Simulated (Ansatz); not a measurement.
Single points on the cluster PbO2⁺.

```yaml
crystal:
  periodic: [false, false, false]
  atoms:
    - {symbol: Pb, position_ang: [0.853681, 0.909671, -0.348011]}
    - {symbol: O, position_ang: [-0.646825, -0.527819, -0.556381]}
    - {symbol: O, position_ang: [-0.206855, -0.381853, 0.904392]}
basis:
  gaussian: {orbitals: def2-TZVP, initial_orbitals: start.molden}
total_charge: 1
magnetization: {spin_polarized: true, initial_magnetization: 1}
hamiltonian: {xc: pbe, dispersion: d4}
scf: {omitted_lower_state_checks: [starts]}
output: {orbitals: {seedname: orbitals}}
```

The file start.molden holds the orbitals of an earlier run on this structure, at another level or in another basis.

```sh
$ ansatz run in.yaml --threads 4 --pin off --events-out ev --progress --plain --max-ram 3916MiB
```

It prints (some lines left out):

```
Functional definition: PBE
684 factors; their error is unknown
mean field evaluation 1: about -9330.3183 eV, gradient 6.2e0 eV
mean field evaluation 2: about -9330.4296 eV, gradient 1.3e-1 eV
mean field evaluation 4: about -9330.4235 eV, gradient 5.9e-4 eV
mean field evaluation 8: about -9330.4235 eV, gradient 8.0e-6 eV
mean field -9330.42354536 eV, -342.8867409039 hartree, gradient 8.0e-6 eV, S^2 0.756372; 0 other end points of the search recorded, 0 dependent functions left out
reference -9330.42357225 eV, -342.8867418920 hartree; 19, 18 occupied and 93, 94 virtual orbitals, 684 factors
Total energy: -9330.47102212 eV, -342.8884856426 hartree
Checks for a lower state left out: starts
```

Hardware: 4 threads of Arm Neoverse V1 on a shared host. Wall time 0.9 s.

First input, but with `hamiltonian: {xc: r2scan, dispersion: d4}` (abridged; 2 s):

```
Functional definition: r2SCAN
mean field -9333.81729451 eV, -343.0114588847 hartree, gradient 2.7e-5 eV, S^2 0.763144
Total energy: -9333.82648886 eV, -343.0117967709 hartree
Checks for a lower state left out: starts
```

The first input with `gaussian: {orbitals: def2-TZVP}`, `hamiltonian: {xc: pbe0, dispersion: d4}` and without the key `scf` (abridged; 3 s):

```
Functional definition: PBE0
mean field evaluation 16: about -9328.7208 eV, gradient 2.9e-4 eV
mean field evaluation 32: about -9327.6833 eV, gradient 1.5e-2 eV
mean field -9328.72075065 eV, -342.8241643524 hartree, gradient 3.9e-5 eV, S^2 0.765459; 3 other end points of the search recorded, 0 dependent functions left out
Total energy: -9328.76004548 eV, -342.8256084106 hartree
```

The first input with `gaussian: {orbitals: def2-TZVPP, initial_orbitals: start.molden}`, `correlation: {method: ccsd_t}`, `scf: {omitted_lower_state_checks: [starts, cluster_reference]}` and without the key `hamiltonian` (abridged; 10 s):

```
Functional definition: HF
mean field -9285.37718547 eV, -341.2313177113 hartree, gradient 3.3e-6 eV, S^2 0.966045
6 core orbitals not correlated: weight in the atoms' cores, before any rotation towards them, 1.000 or more for the frozen orbitals, at most 0.000 for the correlated occupied ones
second order -21.55997031 eV of doubles, -0.00000000 eV of singles
cycle   1  -20.29660905 eV  change     1.3e0 eV  update   1.7e-1
cycle   2  -21.14721933 eV  change   -8.5e-1 eV  update   7.1e-2
cycle   3  -21.51720214 eV  change   -3.7e-1 eV  update   6.4e-2
cycle   4  -21.67614312 eV  change   -1.6e-1 eV  update   4.1e-2
cycle   5  -21.78100837 eV  change   -1.0e-1 eV  update   2.5e-2
cycle   6  -21.83255599 eV  change   -5.2e-2 eV  update   1.4e-2
cycle   7  -21.85176091 eV  change   -1.9e-2 eV  update   7.3e-3
cycle   8  -21.85764048 eV  change   -5.9e-3 eV  update   4.0e-3
cycle   9  -21.85906347 eV  change   -1.4e-3 eV  update   1.9e-3
cycle  10  -21.85828457 eV  change    7.8e-4 eV  update   8.4e-4
cycle  11  -21.85888800 eV  change   -6.0e-4 eV  update   3.9e-4
cycle  12  -21.85927332 eV  change   -3.9e-4 eV  update   1.9e-4
cycle  13  -21.85913357 eV  change    1.4e-4 eV  update   7.3e-5
cycle  14  -21.85909975 eV  change    3.4e-5 eV  update   3.4e-5
cycle  15  -21.85911314 eV  change   -1.3e-5 eV  update   1.3e-5
cycle  16  -21.85911876 eV  change   -5.6e-6 eV  update   6.9e-6
cycle  17  -21.85913885 eV  change   -2.0e-5 eV  update   3.7e-6
cycle  18  -21.85914553 eV  change   -6.7e-6 eV  update   1.7e-6
perturbative correction -0.93254677 eV, -0.0342704617 hartree
Total energy: -9308.16887777 eV, -342.0688969546 hartree
Checks for a lower state left out: starts, cluster_reference
```

Geometry: r2SCAN-D4/def2-TZVP, that of the neutral singlet.

In the def2 sets Pb takes a core potential; there is no spin–orbit coupling. Correlated methods freeze 6 core orbitals; core or outer-core shells of Pb are correlated, in sets that lack core-valence functions. The structure holds 1 bond(s) between oxygen atoms. At CCSD(T)/def2-TZVPP T1 of the charge 1 doublet is large (up to 0.066), so the single-reference result is doubtful. At CCSD(T)/def2-TZVPP the charge 1 doublet is spin-contaminated (final ⟨S²⟩ up to 0.97, 0.75 for a pure state). The structure comes from a short search, and lower isomers may exist.
